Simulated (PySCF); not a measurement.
# Two-component Hartree-Fock for Ta (tantalum, neutral)

Start: [Xe] 4f14 5d3 6s1 6p1; 5d5/2 filled at m_j = +1/2, +3/2, +5/2; 6s1/2 filled at m_j = +1/2; 6p3/2 filled at m_j = +3/2. Calculated with PySCF 2.14 in x2c-SVPall-2c with one added diffuse shell each of s, d type (8s9p10d2f, 99 functions): generalised Hartree-Fock with the X2C-1e Hamiltonian and a Gaussian nucleus; one run each with spin-orbit coupling (SO) switched off, then screened by Boettger's factors. This is a chosen level, not necessarily the ground level.

| spinor shell | electrons | ε, spin-free (eV) | ε, screened SO (eV) | weight of nominal j (screened SO) | rms radius, screened SO (bohr) |
| --- | --- | --- | --- | --- | --- |
| 1s1/2 | 2 | -67772.9 | -67753.3 | 1.000 | 0.0212 |
| 2s1/2 | 2 | -11785.2 | -11779.1 | 1.000 | 0.0853 |
| 2p1/2 | 2 | -10331.1 | -11237.6 | 1.000 | 0.0726 |
| 2p3/2 | 4 | -10331.1 | -9961.1 | 1.000 | 0.0799 |
| 3s1/2 | 2 | -2762.2 | -2760.2 | 1.000 | 0.218 |
| 3p1/2 | 2 | -2322.0 | -2519.7 | 1.000 | 0.210 |
| 3p3/2 | 4 | -2322.0 | -2240.0 | 1.000 | 0.225 |
| 3d3/2 | 4 | -1802.8 | -1838.0 | 1.000 | 0.199 |
| 3d5/2 | 6 | -1802.8 | -1777.8 | 1.000 | 0.203 |
| 4s1/2 | 2 | -596.03 | -595.54 | 1.000 | 0.488 |
| 4p1/2 | 2 | -448.98 | -494.89 | 1.000 | 0.497 |
| 4p3/2 | 4 | -448.98 | -429.96 | 1.000 | 0.530 |
| 4d3/2 | 4 | -257.00 | -264.12 | 1.000 | 0.557 |
| 4d5/2 | 6 | -257.00 | -251.95 | 1.000 | 0.569 |
| 5s1/2 | 2 | -88.556 | -88.570 | 1.000 | 1.19 |
| 5p1/2 | 2 | -49.716 | -55.934 | 0.964 | 1.37 |
| 5p3/2 | 4 | -49.716 | -47.181 | 0.981 | 1.41 |
| 4f5/2 | 6 | -41.945 | -42.895 | 0.990 | 0.702 |
| 4f7/2 | 8 | -41.945 | -40.991 | 0.993 | 0.706 |
| 5d5/2 | 3 | -10.295 | -10.202 | 0.709 | 2.38 |
| 6s1/2 | 1 | -9.763 | -9.777 | 0.995 | 3.54 |
| 6p3/2 | 1 | -4.927 | -4.796 | 1.000 | 4.51 |

| quantity | spin-free | screened SO |
| --- | --- | --- |
| E (hartree) | -15592.19649 | -15609.44472 |
| M_J | 13/2 | 13/2 |
| ⟨J²⟩ | 48.765 | 48.768 |
| ⟨L²⟩ | 20.013 | 20.553 |
| ⟨S²⟩ | 8.752 | 8.628 |

Each row is a mean over spinors that exchange with the open shell spreads, by up to 5.622 eV (5p3/2).

Rows whose weight is well below 1 are mixtures of j = l ± 1/2: exchange outweighs spin-orbit coupling there, and the label is only the starting occupation.

Breit and QED terms are absent; they matter most for the inner s and p1/2 levels.

Densities and radii are taken from the X2C orbitals without a picture-change correction, which distorts them close to the nucleus.

Without spin-orbit coupling the j labels of p, d and f shells carry no meaning; the spin-free column gives the mean over the occupied spinors of each nl shell.
